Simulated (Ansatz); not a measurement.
System: sum formula H3BNO2, net charge 0, doublet state. It need not be the lowest isomer of its formula. 
Coordinates optimised at B3LYP-D3(BJ)/def2-TZVP (Ansatz, a program for electronic structure):
SMILES: NB([O])O
```xyz
7

N      1.3365    -0.0686    -0.3146
B     -0.0456     0.0302    -0.0127
O     -0.6372     1.2608    -0.0403
O     -0.7662    -1.0955     0.3167
H      1.8657     0.7237    -0.6350
H      1.8955    -0.8104     0.0737
H     -1.6609    -0.9060     0.6156
```
Charge 0, spin multiplicity 2.

Total electronic energies in hartree. Valence correlation only, unless marked. Open shells are spin-unrestricted. No spin-orbit coupling. No relativistic terms. Basis-set limits of correlation are two-point, X^-3; Hartree-Fock from the larger set.

```json
[
 {"level": "BLYP/def2-TZVPD", "program": "Ansatz", "energy (Eh)": "-231.98095"},
 {"level": "r2SCAN-D3(BJ)/def2-TZVPD", "program": "Ansatz + dftd3", "energy (Eh)": "-231.90866"},
 {"level": "SCS-MP2/aug-cc-pVDZ", "program": "Ansatz", "energy (Eh)": "-231.33847"},
 {"level": "SCS-MP2/cc-pVTZ", "program": "Ansatz", "energy (Eh)": "-231.52387"},
 {"level": "SCS-MP2/cc-pwCVTZ", "program": "Ansatz", "energy (Eh)": "-231.54043"},
 {"level": "CCSD/aug-cc-pVQZ", "program": "Ansatz", "energy (Eh)": "-231.63575"},
 {"level": "CCSD(T)/cc-pwCVTZ", "program": "Ansatz", "energy (Eh)": "-231.60305"},
 {"level": "CCSD(T)/CBS(aug-cc-pVTZ,aug-cc-pVQZ)", "program": "Ansatz", "energy (Eh)": "-231.7002"},
 {"level": "CCSD(T)/CBS(cc-pVTZ,cc-pVQZ)", "program": "Ansatz", "energy (Eh)": "-231.6995"}
]
```

Totals of different functionals don't rank their quality; only differences between species are comparable.
